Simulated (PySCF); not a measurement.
Gas-phase reaction: GeHF₃ + 4 H ⇌ GeH₂ + 3 HF

Method: PySCF energies (xtb for GFN2) plus ideal-gas RRHO corrections (1 bar). † marks an energy on the PBE0/def2-TZVP geometry and frequencies; other levels use their own. MP2 and CCSD(T) freeze the core. Open shells (unrestricted): H (multiplicity 2); the rest are closed-shell singlets. GFN2 has no spin-polarisation term. B3LYP is the form with VWN-RPA correlation. Ge: all electrons, no relativistic terms. GeHF₃, GeH₂: computed as isolated molecules; such fragments, hydroxides, amides, oligomers or adducts are transient or little studied in the gas. MP2 isn't extrapolated to the basis-set limit; its ΔH°(298 K) is -400.3 kJ in def2-SVP and -460.6 kJ in def2-TZVPP. CCSD(T) isn't extrapolated to the basis-set limit; its ΔH°(298 K) is -474.0 kJ in def2-SVP and -522.6 kJ in def2-TZVPP. The harmonic model lacks anharmonicity and excited electronic states, which grow with temperature; levels with a mode under 35 cm⁻¹ are left out.

| level | ΔE electronic, kJ | ΔH°(298 K), kJ | ΔS°(298 K), J/K | ΔG°(1000 K), kJ |
|---|---|---|---|---|
| B3LYP/def2-TZVP† | -597 | -537 | -12 | -505 |
| CCSD(T)/def2-SVP† | -533 | -474 | -12 | -441 |
| GFN2-xTB | -682 | -627 | -25 | -579 |
| MP2/def2-SVP† | -460 | -400 | -12 | -368 |
| PBE/def2-TZVP† | -549 | -490 | -12 | -457 |
| PBE0/def2-QZVP† | -566 | -506 | -12 | -474 |
| PBE0/def2-SVP† | -513 | -454 | -12 | -421 |
| PBE0/def2-TZVP | -547 | -488 | -12 | -455 |
| r2SCAN/def2-TZVP† | -527 | -467 | -12 | -435 |
| ωB97X-V/def2-TZVP† | -541 | -482 | -12 | -449 |
ΔH° is lowest at GFN2-xTB and highest at MP2/def2-SVP†. No reference value is set beside these.
